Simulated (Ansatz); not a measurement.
`F[SiH](F)O[SiH2]S`, charge 0, multiplicity 1.

Task: Give a relaxed structure at PBE0-D4/def2-TZVP (the Gaussian-basis code of Ansatz). (An estimate is asked.)

Result: Computed: 
Cartesian coordinates in Å:
```
F -1.757 1.940 0.869
Si -0.211 1.616 0.941
F 0.145 1.425 2.470
O 0.094 0.266 0.140
Si 0.122 -1.319 -0.266
S 1.234 -1.649 -2.042
H 0.547 2.744 0.399
H 0.829 -2.080 0.787
H -1.276 -1.768 -0.443
H 0.274 -1.175 -2.855
```
This is one stationary point; other conformers may exist.
